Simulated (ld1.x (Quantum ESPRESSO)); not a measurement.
# Hg (Z = 80): from the effect back to the setting (ultrasoft)

Base potential:

| Property | Result |
| --- | --- |
| Element | Hg (Z = 80) |
| Generator | ld1.x (Quantum ESPRESSO) 7.5 |
| Type | ultrasoft |
| Functional | PBE |
| Relativity | scalar-relativistic |
| Frozen core | [Xe] 4f14 |
| Valence charge | 12 |
| Reference configuration | 5d10 6s0 6p0 (charge +2) |
| Partial waves | 6s (bound, empty): rcut 1.80, rcutus 2.10 bohr; 6s channel at -0.7 Ry: rcut 1.80, rcutus 2.10 bohr; 6p (bound, empty): rcut 2.00, rcutus 2.60 bohr; 6p channel at 1.75 Ry: rcut 2.00, rcutus 2.60 bohr; 5d (bound): rcut 2.25, rcutus 2.40 bohr; 5d channel at -1.3 Ry: rcut 2.25, rcutus 2.40 bohr |
| Local potential | all-electron potential smoothed inside 1.85 bohr (lloc = -2) |
| Core correction | a·sin(br)/r model core inside 2.15 bohr |
| Augmentation charge | PSQ, inside the norm-conserving radii |

Cutoffs, loose and tight: the cutoffs (Ry, on a coarse ladder) from which the occupation-weighted sum of valence levels, in a spherical-Bessel basis at the reference potential, stays within 10 and 1 mRy of its value at 400 Ry. They do not see the model core or the augmentation charge, which bear on the density cutoff. Test errors are all-electron minus pseudo excitation energies from the reference, over the configurations 5d10 6s2 6p0; 5d10 6s1 6p0; 5d9 6s0 6p0; 5d10 6s0 6p2; 5d9 6s2 6p0; 5d8 6s0 6p0; 5d10 6s1 6p1; variants that change the core or the reference have their own tests.

Only the scale of all radii but the core radius (base = 1) is moved (1 further runs of the sweep failed or gave no value and are left out):

```tsv
scale of all radii but the core radius (base = 1)	cutoff, loose	cutoff, tight	bound ghosts	largest test error (meV)
0.88	25 Ry	40 Ry	s	-858 over the solved tests; test run stopped at test 7 of 7 (negative rho), 3 before it not solved
0.97	21 Ry	35 Ry	none	-130 over the solved tests; 2 of 7 tests not solved or not reliable
1.05	18 Ry	30 Ry	none	-263 over the solved tests; 2 of 7 tests not solved or not reliable
1.16	15 Ry	25 Ry	none	+72 over the solved tests; 4 of 7 tests not solved or not reliable
1.37	10 Ry	15 Ry	none	test run stopped at test 1 of 7 (negative rho)
```

**Question.** One more run gave cutoff, loose: 10 Ry; cutoff, tight: 18 Ry; bound ghosts: none; largest test error (meV): 6 of 7 tests not solved or not reliable. Which value of the scale of all radii but the core radius (base = 1) was used?

**Answer.** 1.26. The tight cutoff moves one way along this sweep, from 40 Ry at 0.88 to 15 Ry at 1.37, which places the run between 1.16 and 1.37.
